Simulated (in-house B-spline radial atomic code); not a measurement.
**Functionals against successive ionisation energies: Pb to Pb³⁺**

Ionisation energies as differences of self-consistent total energies from a B-spline radial code for spherical atoms: all electrons, radial basis limit, scalar-relativistic (one-electron X2C), spin-polarised at highest spin, spherical densities; exact exchange is averaged over the determinants of each configuration. No spin-orbit coupling, Breit or QED terms. NIST's values run from ground level to ground level, so in open shells the differences also hold multiplet and fine-structure energies that spherical high-spin averages miss. For p electrons of heavy elements the spin-orbit part alone reaches an electronvolt or more. Columns give computed minus NIST, in eV; a star marks a semi-empirical value. Species are left out where the tabulated value is theory, is uncertain by more than 0.12 eV, or (13 ions, such as In⁴⁺, Te⁴⁺ and Bi⁴⁺) lies off its series for all methods alike, which flatters the means a little.

```json
{"species": "Pb", "shell": "6p", "NIST (eV)": "7.42", "SCAN": "-0.24", "PBE0": "-0.36", "HSE06": "-0.36", "B97-1": "-0.61"}
{"species": "Pb⁺", "shell": "6p", "NIST (eV)": "15.03", "SCAN": "-1.22", "PBE0": "-1.32", "HSE06": "-1.29", "B97-1": "-1.51"}
{"species": "Pb²⁺", "shell": "6s", "NIST (eV)": "31.94", "SCAN": "+0.16", "PBE0": "-0.19", "HSE06": "-0.16", "B97-1": "-0.05"}
{"species": "Pb³⁺", "shell": "6s", "NIST (eV)": "42.33", "SCAN": "+0.48", "PBE0": "+0.15", "HSE06": "+0.17", "B97-1": "+0.02"}
```

Question: How do the methods rank, and which species is hardest?

Answer: Mean absolute (signed) differences: HSE06 0.49 (-0.41) eV; PBE0 0.51 (-0.43) eV; SCAN 0.52 (-0.21) eV; B97-1 0.55 (-0.54) eV. For Pb⁺, which loses a 6p electron, the nearest method is off by -1.22 eV, the largest such miss. The first two are tied within the accuracy of the references.
